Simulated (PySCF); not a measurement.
Species: C2H10BNSi.
Cartesian coordinates in Å at the PBE0-D3(BJ)/def2-SVP level; atoms count from 1:
```xyz
15
C2H10BNSi angstrom
C     -1.6347   -0.9270   -0.2200
Si    -0.1786    0.1028    0.4117
C     -0.5578    1.9350    0.1322
B      1.5382   -0.4385   -0.5109
N      2.6210   -0.9394    0.2021
H     -2.5772   -0.6194    0.2600
H     -1.7498   -0.8009   -1.3083
H     -1.4862   -1.9994   -0.0192
H     -0.0578   -0.1247    1.8990
H     -1.4942    2.2257    0.6342
H      0.2482    2.5788    0.5169
H     -0.6706    2.1434   -0.9438
H      1.6653   -0.3426   -1.7162
H      3.4925   -1.2219   -0.2304
H      2.6145   -1.0581    1.2081
```

Jobs on this species (15 atoms, 48 electrons) with PySCF (density fitting). Hardware of each: an Arm Neoverse V1 with one thread, on a shared host. The host was shared with other jobs, so the times are rough. Peak memory is the resident size of the whole Python process, interpreter and libraries included.

| level and settings | work | basis functions | SCF cycles | wall time | peak memory |
| --- | --- | --- | --- | --- | --- |
| PBE0/pcSseg-2 | shieldings, charges and field gradients | 327 | ? | ? | ? |
| HF/pcSseg-1 | shieldings | 142 | ? | ? | ? |
| BHandHLYP/pcSseg-1 | shieldings | 142 | 12 | 11 s | 0.73 GiB |
| BLYP/pcSseg-1 | shieldings | 142 | 14 | 18 s | 0.72 GiB |
| PBE0/pcSseg-0 | shieldings, charges and field gradients | 69 | 12 | 5.8 s | 0.46 GiB |
| B97-D/pcSseg-1 | shieldings | 142 | 13 | 18 s | 0.74 GiB |
| PBE0/pcSseg-1 | shieldings | 142 | 12 | 12 s | 0.73 GiB |
| KT2/pcSseg-1 | shieldings | 142 | 14 | 18 s | 0.72 GiB |
| B3LYP/def2-SVPD | 10 singlets by full TDDFT, 4 Tamm–Dancoff triplets, polarisability, ΔSCF ions | 184 | 13 | 2.2 min | 0.81 GiB |

Task: Fill in the missing figures.

Result: 
- PBE0/pcSseg-2; shieldings, charges and field gradients: 57 s, 1.2 GiB, 13 SCF cycles
- HF/pcSseg-1; shieldings: 5.6 s, 0.75 GiB, 9 SCF cycles

Task: What do all jobs in the table cost together?

Result: About 4.6 min; the longest takes about 48 % of that, and about 24 times as long as the shortest.
